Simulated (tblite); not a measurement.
A tight-binding relaxation on `C=CCC[Se][SiH2]Br`.

Computed with GFN2-xTB geometry optimisation, gas phase (tblite 0.8.0). Start geometry: from a force field or distance geometry. The command runs a driver script over a list of jobs; the input below is this job's line of settings and its coordinates in Å.

Command:
```bash
OMP_NUM_THREADS=1 python probes_run.py task.json out
```

Input:
```
{"job": {"kind": "relax", "xc": "GFN2-xTB", "basis": "xTB"}, "charge": 0, "multiplicity": 1}
C     -2.312200     0.275500     1.671700
C     -2.071800    -0.462600     0.573500
C     -1.149600     0.123300    -0.441500
C      0.027200    -0.780500    -0.593700
Se     1.262000    -0.085600    -1.902300
Si     3.077400     0.674300    -0.785200
Br     4.353400    -0.998400     0.031400
H     -1.873400     1.269500     1.791200
H     -2.963800    -0.073100     2.473700
H     -2.509400    -1.453300     0.469500
H     -1.762900     0.151100    -1.398000
H     -0.894400     1.128000    -0.104200
H      0.582700    -0.866300     0.377300
H     -0.281500    -1.819300    -0.894400
H      2.573900     1.447800     0.372900
H      3.934700     1.478500    -1.653200
```

Output:
```
step      E/eV     max force
  0    -603.19291    2.275
  1    -603.33415    1.677
  2    -603.38407    0.723
  3    -603.41282    0.416
  4    -603.43412    0.322
  5    -603.44370    0.284
  6    -603.45772    0.283
  7    -603.46470    0.234
  8    -603.47060    0.205
  9    -603.47515    0.160
... (146 lines left out)
156    -603.59210    0.023
157    -603.59219    0.015
158    -603.59224    0.015
159    -603.59227    0.013
160    -603.59230    0.013
161    -603.59234    0.012
162    -603.59238    0.015
163    -603.59241    0.017
164    -603.59245    0.014
165    -603.59247    0.010
```

«max force» is the largest atomic force in eV/Å.

From which step on does the largest force stay under 0.1 eV/Å, and how much energy is left to gain from there?

From step 106 (0.074 eV/Å), 9.9 meV above the end.

Main results: energy lowered by 9.2 kcal/mol over 165 steps; largest atomic force 0.010 eV/Å at the end.

Give the final coordinates.

0.951 Å rms from the input after alignment:
```
atom  x, y, z in Å
C1    -1.8806   -0.0531    1.8570
C2    -1.9356   -0.2570    0.5547
C3    -0.8721    0.1922   -0.4000
C4    -0.0175   -1.0073   -0.7856
Se5    1.4010   -0.5667   -2.0956
Si6    2.6652    0.8493   -0.8521
Br7    2.5984    0.3013    1.3008
H8    -1.0597    0.4753    2.3136
H9    -2.6508   -0.4065    2.5205
H10   -2.7582   -0.8028    0.1119
H11   -1.3254    0.6223   -1.2973
H12   -0.2523    0.9547    0.0789
H13    0.4691   -1.4416    0.0907
H14   -0.6150   -1.7769   -1.2769
H15    2.1755    2.2217   -0.8742
H16    4.0505    0.7039   -1.2580
```

How long does this job take on one thread, Arm Neoverse N1 (aarch64), shared host?

About 2.5 s.
Labels such as C1 count atoms from 1, the log's own numbers from 0.
